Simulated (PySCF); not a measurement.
The same groups moved round the core (thiophene mercapto+boryl). All species are isolated molecules in the gas phase. One relaxed conformer stands for each flexible species; it need not be the lowest. Strings in code marks are SMILES.

Quantity: electronic energy of isomers of C4H5BS2 relative to `Bc1sccc1S`, in kcal/mol.

Level 1: B3LYP/3-21G // PBE0-D4/def2-SVP (PySCF)
Level 2: B3LYP/6-31G* // PBE0-D4/def2-SVP (PySCF)
Level 3: M06-2X/6-31G* // PBE0-D4/def2-SVP (PySCF)
Level 4: PBE/6-31G* // PBE0-D4/def2-SVP (PySCF)

```json
[
 {"species": "`Bc1cc(S)cs1`", "level 1": "-0.15", "level 2": "0.64", "level 3": "0.97", "level 4": "1.40"},
 {"species": "`Bc1ccc(S)s1`", "level 1": "-0.28", "level 2": "0.34", "level 3": "1.26", "level 4": "0.40"},
 {"species": "`Bc1ccsc1S`", "level 1": "4.22", "level 2": "4.57", "level 3": "4.29", "level 4": "4.21"},
 {"species": "`Bc1csc(S)c1`", "level 1": "3.72", "level 2": "3.89", "level 3": "3.78", "level 4": "4.93"},
 {"species": "`Bc1cscc1S`", "level 1": "5.19", "level 2": "4.17", "level 3": "3.57", "level 4": "4.26"}
]
```
